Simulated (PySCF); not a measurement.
# Ga+ (gallium, charge +1) across methods

[Ar] 3d10 4s2, closed-shell 1S. Computed with PySCF 2.14 in aug-cc-pVQZ-PP with one added diffuse shell each of s, p, d, f, g type with ECP10MDF (8s7p6d4f3g, 114 functions), with scalar relativity through the core potential.

```tsv
method	E (hartree)	mean ε 3p (eV)	mean ε 3d (eV)	mean ε 4s (eV)	Σ⟨r²⟩ (bohr²)	⟨S²⟩
PBE	-259.2416	-106.82	-27.863	-16.234	23.99	0.000
UHF	-258.09982	-132.70	-40.003	-19.026	24.45	0.000
PBE0	-259.1958	-113.53	-31.138	-17.145	24.00	0.000
MN15	-259.6045	-106.84	-33.512	-17.704	24.35	0.000
TPSSh	-259.1556	-110.07	-29.202	-16.535	23.98	0.000
r2SCAN	-259.1201	-110.67	-28.197	-16.581	23.88	0.000
LDA	-258.8111	-106.76	-28.063	-16.599	23.87	0.000
```

(1) Estimate the same row for B3LYP.

Energies and moments cover only the electrons outside the core potential.

Answers

(1) E (hartree) = -259.2859; mean ε 3p (eV) = -112.29; mean ε 3d (eV) = -30.561; mean ε 4s (eV) = -17.171; Σ⟨r²⟩ (bohr²) = 23.99; ⟨S²⟩ = 0.000.
